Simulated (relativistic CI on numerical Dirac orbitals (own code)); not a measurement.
# Mo3+: resonant inelastic scattering at the M2,3 edge

Computed with this model: Dirac-Coulomb-Breit CI, separate exchange-only KLI orbitals for each configuration, model QED (radiative potential, 1s self-energy scaled to tabulated hydrogen-like ionisation energies), valence Slater integrals scaled by 0.8, Kramers-Heisenberg scattering through one core-hole configuration in a parametric crystal field; configurations [Kr] 4d3 → [Ne] 3s2 3p5 3d10 4s2 4p6 4d4; 300 K; core-hole width 1.2 eV; summed over polarisations. Incident energies are the highest absorption maxima for each field (at most a few, so the weaker spin-orbit partner edge can be absent), on the computed scale of the free ion. Intensities are in per cent of the strongest line above 0.02 eV; levels within 1 cm⁻¹ are merged; final levels count from the ground level, the first row holds all elastic scattering, lines under 0.4 are left out and each table stops after 24 rows. The scale of the Slater integrals is a model choice and moves the terms in proportion.

Field parameters in Wybourne normalisation: D4h B²₀ = −7Ds, B⁴₀ = 21(Dq − Dt), B⁴₄ = 21√(5/14) Dq; Td as Oh with Dq negative (B⁴₀ = 21Dq, B⁴₄ = √(5/14) B⁴₀). The field is a parameter set, without covalency.

S is read from ⟨S²⟩ = S(S + 1).

D4h, 10Dq = 36600, Ds = 900, Dt = -190 cm⁻¹:

| Final level (eV) | Degeneracy | Irrep | S | 398.5 eV | 401.5 eV | 402.8 eV |
| --- | --- | --- | --- | --- | --- | --- |
| 0.000 | 4 | Γ6+Γ7 | 1.50 | 779.2 | 745.1 | 427.0 |
| 1.450 | 2 | Γ7 | 0.50 | 22.0 | 2.3 | 1.6 |
| 1.517 | 2 | Γ6 | 0.50 | 18.6 | 2.8 | 2.2 |
| 1.614 | 2 | Γ7 | 0.50 | 14.5 | 0.9 | 2.9 |
| 1.614 | 2 | Γ6 | 0.50 | 18.3 | 1.2 | 2.5 |
| 1.666 | 2 | Γ6 | 0.50 | 16.9 | 2.6 | 1.7 |
| 2.601 | 2 | Γ7 | 0.50 | 29.8 | 4.2 | 2.1 |
| 2.745 | 2 | Γ6 | 0.50 | 15.2 | 4.5 | 2.4 |
| 2.828 | 2 | Γ7 | 0.50 | 16.8 | 4.8 | 2.6 |
| 4.539 | 2 | Γ7 | 1.50 | 3.1 | 72.8 | 20.7 |
| 4.544 | 2 | Γ6 | 1.50 | 3.3 | 80.3 | 27.3 |
| 4.696 | 2 | Γ7 | 1.50 | 4.4 | 100.0 | 11.4 |
| 4.718 | 2 | Γ7 | 1.50 | 4.3 | 95.4 | 13.7 |
| 4.739 | 2 | Γ6 | 1.50 | 4.3 | 86.8 | 12.2 |
| 4.763 | 2 | Γ6 | 1.50 | 4.1 | 71.2 | 9.4 |
| 5.139 | 2 | Γ7 | 1.50 | 1.7 | 40.0 | 8.6 |
| 5.141 | 2 | Γ6 | 1.50 | 1.7 | 43.3 | 9.5 |
| 5.786 | 2 | Γ6 | 1.33 | 2.2 | 47.1 | 11.1 |
| 5.824 | 2 | Γ6 | 1.48 | 2.2 | 37.8 | 13.2 |
| 5.845 | 2 | Γ7 | 1.49 | 1.4 | 27.0 | 9.4 |
| 5.860 | 2 | Γ7 | 1.49 | 0.8 | 18.4 | 6.0 |
| 5.915 | 2 | Γ6 | 0.80 | 0.8 | 10.7 | 3.7 |
| 6.057 | 2 | Γ6 | 0.52 | 0.1 | 1.8 | 7.4 |
| 6.088 | 2 | Γ7 | 0.52 | 0.2 | 1.5 | 7.2 |

Td, 10Dq = -10800 cm⁻¹:

```
Final level (eV)  Degeneracy  Irrep     S  399.7 eV  417 eV
           0.000           4     Γ8  1.42    2319.8   206.8
           0.051           2     Γ7  1.50      21.8    26.1
           0.145           4     Γ8  1.49      45.2    39.3
           0.214           2     Γ6  1.50      37.7     5.5
           0.375           4     Γ8  0.67     100.0    22.1
           1.245           4     Γ8  1.38      73.8    53.0
           1.257           2     Γ7  1.42      33.1    16.6
           1.314           2     Γ6  1.34      37.2     3.7
           1.341           4     Γ8  1.44      39.9    13.6
           1.482           2     Γ6  0.76       4.1     4.5
           1.504           4     Γ8  0.62      32.6     5.3
           1.536           2     Γ7  0.65      10.3     1.2
           1.633           4     Γ8  0.69       8.7     6.3
           1.902           2     Γ6  0.57      40.6     6.0
           1.954           4     Γ8  0.65      47.0    10.4
           2.348           2     Γ6  1.46      42.8     6.3
           2.412           4     Γ8  1.41      68.1    12.4
           2.423           2     Γ7  1.47      26.2     3.5
           2.431           4     Γ8  1.48      19.1    25.2
           2.600           4     Γ8  1.15       5.7     2.3
           2.623           2     Γ6  0.51       4.7     0.2
           2.712           2     Γ7  0.56       2.9     0.4
           2.742           4     Γ8  1.02      24.0     1.0
           2.909           2     Γ6  0.51       1.3     0.5
```

For the first field the strongest loss at the lowest incident energy is the level at 2.60 eV (S = 0.50, against 1.50 in the thermal ground state). Levels of other spin, the first over 8 % at 1.45 eV, appear because spin-orbit coupling of the core hole, and in heavier ions of the valence shell too, mixes spins.
